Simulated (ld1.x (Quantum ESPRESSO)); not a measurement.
The numbers below are computed, except where a source is named.
## Potentials for Tl compared

Generated with ld1.x 7.5 (TM, RRKJ, ultrasoft, PAW), atompaw 4.2 or ONCVPSP 4.0.1. The cutoff is in Ry: for ld1.x and atompaw files where the sum of valence levels is converged to 10 mRy in a Bessel basis, for ONCV files where the hardest occupied wave has 1 mHa per electron of residual kinetic energy. The error is the largest all-electron minus pseudo excitation energy over each file’s own four to seven test configurations (ionisations up to +4, promotions, holes and added fractions of an electron), all of which were solved. The labels leave out finer settings (local radius, basis sizes, second energies), which also bear on the numbers. Spin-polarised tests are not counted. The rows are a selection from randomly drawn settings: files with unsolved tests, undetermined cutoffs or missed reference levels are left out.

A true bound ghost makes a file unfit for plane-wave use even where its test errors are small: the radial tests pick states by their node count and pass the ghost by.

```tsv
potential	cutoff (Ry)	largest error (meV)	bound ghosts
TM, LDA (PZ), scalar-relativistic, rc 1.75/2.40/1.15/2.60 (spdf), local f, core correction no, reference 5d10 6s2 6p0	70	-134	s
PAW, PBE, scalar-relativistic, rc 2.00/2.45/1.45 (spd), local smoothed, core correction yes, reference 5d10 6s2 6p1	50	-45	none
PAW, PBE, scalar-relativistic, rc 1.75/1.35/1.55 (spd), local smoothed, core correction yes, reference 5s2 5p6 5d10 6s2 6p1	70	-131	none
TM, LDA (PZ), fully relativistic, rc 1.75/2.50/1.25 (spd), local s, core correction no, reference 5d10 6s2 6p1	80	-97	none
```

Problem. Fill in the row for Tl: TM, LDA (PZ), scalar-relativistic, rc 1.80/2.90/1.35 (spd), local smoothed, core correction yes, reference 5d10 6s2 6p1.

Solution. cutoff 70 Ry, largest error -133 meV, bound ghosts: none.
